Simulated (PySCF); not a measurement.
AlCl, charge +1, quartet, at a GFN2-xTB geometry of the parent state (such geometries of metal compounds can be far from the true shape) (a state made from the parent by changing its charge; the spin is typed, not shown lowest); MP2/pcseg-1 (PySCF).

Here is a job for PySCF.
```python
from pyscf import gto, scf, mp

mol = gto.M(
    atom='''
Al   -0.000000   -0.000000   -1.154140
Cl    0.000000    0.000000    0.882577
''',
    basis='pcseg-1',
    charge=1,
    spin=3,
    verbose=3,
)

mf = scf.UHF(mol)
mf.kernel()

pt = mp.MP2(mf)
pt.kernel()
print('E(MP2) = %.10f' % pt.e_tot)
mf.analyze()
```

Output, abridged:

```
converged SCF energy = -700.933378600704  <S^2> = 3.7567044  2S+1 = 4.0033508
E(UMP2) = -701.061784261929  E_corr = -0.128405661225355
E(SCS-UMP2) = -701.057000748958  E_corr = -0.123622148254729
E(MP2) = -701.0617842619
**** MO energy ****
                             alpha | beta                alpha | beta
MO #1   energy= -105.166816385238  | -105.152129605512  occ= 1 | 1
MO #2   energy= -58.743155789531   | -58.7288596481412  occ= 1 | 1
MO #3   energy= -10.9119463703062  | -10.8977259116451  occ= 1 | 1
MO #4   energy= -8.40940114032177  | -8.37546889158123  occ= 1 | 1
MO #5   energy= -8.38634969395288  | -8.37349058591831  occ= 1 | 1
MO #6   energy= -8.38318651520426  | -8.35617974789074  occ= 1 | 1
MO #7   energy= -5.18345384923298  | -5.15807834171429  occ= 1 | 1
MO #8   energy= -3.50675486485464  | -3.48785415863752  occ= 1 | 1
MO #9   energy= -3.50108996201741  | -3.48723703136113  occ= 1 | 1
MO #10  energy= -3.49774161007143  | -3.47209595376054  occ= 1 | 1
MO #11  energy= -1.48194465883869  | -1.34927631420554  occ= 1 | 1
MO #12  energy= -0.913341390110893 | -0.856251154362921 occ= 1 | 1
MO #13  energy= -0.89921378599181  | -0.787771278835013 occ= 1 | 1
MO #14  energy= -0.831837239834916 | -0.354036377119912 occ= 1 | 0
MO #15  energy= -0.639815966222109 | -0.21798289292811  occ= 1 | 0
MO #16  energy= -0.461612402759784 | -0.117137343077465 occ= 1 | 0
MO #17  energy= -0.198187595394901 | -0.0950739302125909 occ= 0 | 0
MO #18  energy= -0.111300742382436 | -0.0694730309714184 occ= 0 | 0
MO #19  energy= 0.00695610632540733 | 0.0599323977906321 occ= 0 | 0
MO #20  energy= 0.0229092455480642 | 0.071898166194384  occ= 0 | 0
MO #21  energy= 0.0353530262042032 | 0.0994288660283189 occ= 0 | 0
MO #22  energy= 0.0873275339521575 | 0.145489885404515  occ= 0 | 0
MO #23  energy= 0.212802052606351  | 0.247294575470445  occ= 0 | 0
MO #24  energy= 0.260348449351882  | 0.31677500442361   occ= 0 | 0

To work with the spin densities directly, `use mulliken_meta_spin()` only printing them here.

 ** Mulliken spin pop alpha/beta on meta-lowdin orthogonal AOs **
 ** Mulliken Spin Density (per atom)  **
spin density of  0 Al =      1.93568
spin density of  1 Cl =      1.06432
 ** Mulliken pop alpha/beta on meta-lowdin orthogonal AOs **
 ** Mulliken atomic charges   ( Nelec_alpha | Nelec_beta ) **
charge of  0Al =      0.56633  (     7.18467      5.24900 )
charge of  1Cl =      0.43367  (     8.81533      7.75100 )

WARN: System has nonzero charge 1; the dipole moment is origin-dependent.
Location of origin: [0. 0. 0.]

Dipole moment(X, Y, Z, Debye):  0.00000,  0.00000, -0.79627
```
